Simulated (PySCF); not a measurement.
C2H6ClGa. Atoms are numbered in the order given.

```xyz
10

Ga     0.0000     0.0000    -0.3357
C      0.0002     1.8009    -1.1301
H      0.8812     2.3580    -0.7739
H      0.0120     1.7720    -2.2296
H     -0.8948     2.3482    -0.7936
C     -0.0002    -1.8009    -1.1301
H      0.8948    -2.3482    -0.7936
H     -0.8812    -2.3580    -0.7739
H     -0.0120    -1.7720    -2.2296
Cl     0.0000     0.0000     1.8565
```
Charge 0, spin multiplicity 1.

Coordinates come from a B3LYP-D3(BJ)/def2-SVP optimisation. The isomer is the one that the SMILES or the coordinates give; other isomers of the formula were not compared.

Calculation: B3LYP-D3(BJ)/def2-SVP (PySCF).

Frequencies are harmonic and unscaled.

Give all harmonic wavenumbers and intensities. (Estimate from the structure and the level; the computed values follow.)


```
mode  ν (cm⁻¹)  IR (km/mol)  moving atoms (share of kinetic energy)
----  --------  -----------  --------------------------------------
1           28          0.0                                  H 99 %
2           39          0.4                                  H 97 %
3          144          2.4                 C 51 %, H 32 %, Ga 12 %
4          144          6.4        Cl 32 %, C 32 %, H 18 %, Ga 18 %
5          148          3.0                 Ga 39 %, C 28 %, H 25 %
6          388         47.7                        Cl 69 %, Ga 26 %
7          535         15.2                  C 72 %, H 19 %, Ga 8 %
8          600         43.4                 C 56 %, Ga 26 %, H 18 %
9          634          0.0                          H 86 %, C 14 %
10         715         15.1                          H 82 %, C 17 %
11         739         43.3                          H 78 %, C 19 %
12         775         77.8                          H 77 %, C 21 %
13        1218          9.1                          H 80 %, C 20 %
14        1219          0.9                          H 82 %, C 18 %
15        1424          2.0                                  H 95 %
16        1427          0.0                                  H 95 %
17        1430          1.1                                  H 96 %
18        1431          4.9                                  H 95 %
19        3032          5.4                                  H 97 %
20        3034          1.3                                  H 97 %
21        3126          0.0                           H 91 %, C 9 %
22        3126          5.3                           H 91 %, C 9 %
23        3141          0.0                          H 90 %, C 10 %
24        3141         13.2                          H 90 %, C 10 %
```
